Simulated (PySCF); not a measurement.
H6Cl2N2Si2, SMILES N[SiH2]N[SiH](Cl)Cl, singlet at its PBE0/def2-SVP optimised geometry (Å):

```
12

Si    -1.3716    -2.0633    -1.5025
Cl    -3.0878    -1.7258    -2.6016
Cl    -0.3627    -3.5826    -2.4720
N     -0.4416    -0.6320    -1.4051
Si     0.2427     0.1590     0.0000
N     -0.1909     1.8225     0.0000
H     -1.7358    -2.5255    -0.1469
H     -0.2473    -0.1697    -2.2924
H     -0.2528    -0.6717     1.1411
H      1.7358     0.1590     0.0000
H     -1.1506     2.1368     0.0817
H      0.4667     2.5255     0.3140
```

Computed with PBE0/def2-TZVP run with PySCF 2.14.0.

Map of the log10 of the electron density (e/bohr³), floored at −4 on the plane z = 1.5 Å:

```
|                             |
|                             |
|                             |
|                             |
|             ....            |
|          ..::--::           |
|         .:--====-.          |
|         :-==+++=-:          |
|        .:-=+**++-:          |
|        .:-++**++-:.         |
|         :-=+**++=-:.        |
|         .-=+**++=--:.       |
|         .-=+***+==--:.      |
|         :-+*##**+==-:.      |
|        .:=*#%%#*+==-:.      |
|        .-+*%@@%#+=--:.      |
|        .-+*%@@%*+=-:.       |
|        .:=*#%%#*=-:.        |
|        .:-+*##*+-:.         |
|        .:--=++=-:.          |
|       ..:::---::.           |
|       ..:::....             |
|        .....                |
|        ...                  |
|                             |
|                             |
|                             |
|                             |
|                             |
```
Scale: ten equal steps from -4.00 (start of ' ') to -1.07 (end of '@'), in the order ' .:-=+*#%@'; x runs from -5.00 to 5.00, y from -5.00 (bottom) to 5.00 (top).
